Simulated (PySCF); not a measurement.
## A ladder for the ionisation energy of Rh²⁺

Rh²⁺ [Kr] 4d7 (4F) → Rh³⁺ [Kr] 4d6 (5D). Scalar values calculated with PySCF 2.14 in x2c-TZVPPall with one added diffuse shell each of s, p, d, f type (spin-free X2C; valence and next inner shell: [Ar] 3d10 frozen; valence: [Kr] frozen). The spin-orbit shift comes from two-component X2C-1e calculations (generalised Hartree-Fock, GHF, and MP2 on its spinors, GMP2) in x2c-QZVPPall-2c: GMP2 gives 30.803 eV without and 30.864 eV with screened spin-orbit coupling, a shift of 0.060 eV (GHF: 0.055 eV). Sums use unrounded values; where a UHF row is shifted, it takes the GHF shift.

```json
{"method": "UHF", "scalar (eV)": "29.355", "plus spin-orbit shift (eV)": "29.411", "error (eV)": "-1.649"}
{"method": "MP2 (valence and next inner shell)", "scalar (eV)": "30.692", "plus spin-orbit shift (eV)": "30.752", "error (eV)": "-0.308"}
{"method": "SCS-MP2 (valence and next inner shell)", "scalar (eV)": "30.686", "plus spin-orbit shift (eV)": "30.746", "error (eV)": "-0.314"}
{"method": "CCSD (valence and next inner shell)", "scalar (eV)": "30.596", "plus spin-orbit shift (eV)": "30.656", "error (eV)": "-0.404"}
{"method": "CCSD(T) (valence and next inner shell)", "scalar (eV)": "30.648", "plus spin-orbit shift (eV)": "30.708", "error (eV)": "-0.352"}
{"method": "LDA", "scalar (eV)": "31.527", "plus spin-orbit shift (eV)": "31.587", "error (eV)": "0.527"}
{"method": "PBE", "scalar (eV)": "31.264", "plus spin-orbit shift (eV)": "31.325", "error (eV)": "0.265"}
{"method": "PBE0", "scalar (eV)": "31.091", "plus spin-orbit shift (eV)": "31.151", "error (eV)": "0.091"}
{"method": "r2SCAN", "scalar (eV)": "31.038", "plus spin-orbit shift (eV)": "31.099", "error (eV)": "0.039"}
{"method": "BLYP", "scalar (eV)": "31.266", "plus spin-orbit shift (eV)": "31.326", "error (eV)": "0.266"}
{"method": "PW91", "scalar (eV)": "31.371", "plus spin-orbit shift (eV)": "31.431", "error (eV)": "0.371"}
{"method": "r2SCAN0", "scalar (eV)": "30.954", "plus spin-orbit shift (eV)": "31.014", "error (eV)": "-0.046"}
{"method": "wB97X", "scalar (eV)": "31.076", "plus spin-orbit shift (eV)": "31.136", "error (eV)": "0.076"}
{"method": "MP2 (valence)", "scalar (eV)": "30.680", "plus spin-orbit shift (eV)": "30.740", "error (eV)": "-0.320"}
{"method": "SCS-MP2 (valence)", "scalar (eV)": "30.833", "plus spin-orbit shift (eV)": "30.893", "error (eV)": "-0.167"}
{"method": "CCSD (valence)", "scalar (eV)": "30.619", "plus spin-orbit shift (eV)": "30.679", "error (eV)": "-0.381"}
{"method": "CCSD(T) (valence)", "scalar (eV)": "30.668", "plus spin-orbit shift (eV)": "30.728", "error (eV)": "-0.332"}
```

Reference: 31.06 eV (semi-empirical (NIST evaluation); NIST Atomic Spectra Database, ionization energies).

The errors of the correlated levels include the incompleteness of the basis and the frozen core, so a lower level can come closer by cancellation.
